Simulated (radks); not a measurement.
Question: Isoelectronic series with 38 electrons, all held in the configuration [Kr] 4d2, which need not be the ground one along the series. All-electron calculation, Dirac Kohn-Sham, PBEsol, spin-unpolarised, spherical densities, finite nucleus; open shells are shared between the two j in proportion to 2j + 1; Fermi nuclear charge, rms radius of each element as measured or else 0.836 A^(1/3) + 0.57 fm. Program: a radial shooting solver on a logarithmic mesh with Libxc functionals. Total energies (hartree) and mean radii <r> (bohr) (* marks an orbital that is empty in some or all of the ions):

ion    E (hartree)  5s1/2*   4d5/2   4d3/2   4p3/2
Nb3+   -3816.27933   2.798   1.714   1.702   1.281
Rh7+   -4769.86751   1.975   1.173   1.166   1.017
Ag9+   -5290.81214   1.743   1.031   1.024  0.9248
In11+  -5841.54392   1.565  0.9238  0.9174  0.8490
Sb13+  -6422.37743   1.423  0.8392  0.8330  0.7855
I15+   -7033.65806   1.306  0.7701  0.7641  0.7312
Cs17+   -7675.7655   1.208  0.7124  0.7065  0.6842
La19+   -8349.1088   1.125  0.6633  0.6575  0.6431
Pr21+   -9054.1325   1.052  0.6209  0.6152  0.6068
Pm23+   -9791.3054  0.9882  0.5839  0.5782  0.5744
Eu25+  -10561.1238  0.9318  0.5513  0.5455  0.5454
Tb27+  -11364.2161  0.8815  0.5222  0.5164  0.5191
Ho29+  -12201.0594  0.8362  0.4962  0.4903  0.4953
Tm31+  -13072.3973  0.7951  0.4727  0.4668  0.4736

Estimate the row of Tc5+.

Answer: E (hartree) -4278.43439; 5s1/2* 2.299; 4d5/2 1.377; 4d3/2 1.368; 4p3/2 1.132.
